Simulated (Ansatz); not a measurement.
Consider the ligand exchange at a Ga–S bond: `[SH][GaH][Cl]` + `[SiH3][SeH]` → `[SiH3][Se][GaH][Cl]` + H₂S.

Computed with Ansatz on PBE0-D4/def2-TZVP structures; ΔE is electronic, products minus reactants. CCSD(T)/CBS is the MP2 limit (def2-TZVPP, def2-QZVPP) plus CCSD(T) − MP2 in def2-TZVPP, frozen cores. This one scheme is used for every species. Functionals use def2-TZVPP. B3LYP here is the variant with VWN-RPA as its local correlation; programs differ in this. HSE06 is defined as in plane-wave codes. For Ga, Se outer-core shells are correlated without core-valence functions, which leaves a few kJ/mol of doubt a bond. Scalar relativity is left out up to krypton. Each species was taken in one conformer, which may not be the lowest.

Question: Is it downhill or uphill in electronic energy at CCSD(T)/CBS, and by how much? (Best estimate.)

Answer: Computed: Downhill: ΔE = -20.1 kJ/mol.

Question: What do these levels give: LDA (SPW92), HSE06-D4, BHLYP-D4, BLYP, r2SCAN, B3LYP, BHLYP, LC-ωPBE, HF/def2-SVP, HF/def2-QZVPP, SCS-MP2/def2-QZVPP, MP2/CBS(def2)? (Estimate.)

Answer: Computed: LDA (SPW92) -14.7, HSE06-D4 -18.1, BHLYP-D4 -20.8, BLYP -10.6, r2SCAN -14.2, B3LYP -12.1, BHLYP -13.5, LC-ωPBE -12.8, HF/def2-SVP -11.1, HF/def2-QZVPP -13.4, SCS-MP2/def2-QZVPP -19.1, MP2/CBS(def2) -22.4 kJ/mol.

Largest T1 diagnostic among the species: 0.012.

At CCSD(T), def2-SVP lies +5.7 kJ/mol from the extrapolated value and def2-TZVPP +1.7 kJ/mol. In def2-TZVPP, CCSD(T) changes the Hartree–Fock value by −4.8 kJ/mol (the triples alone add −0.8 kJ/mol) and MP2 by −7.2 kJ/mol.
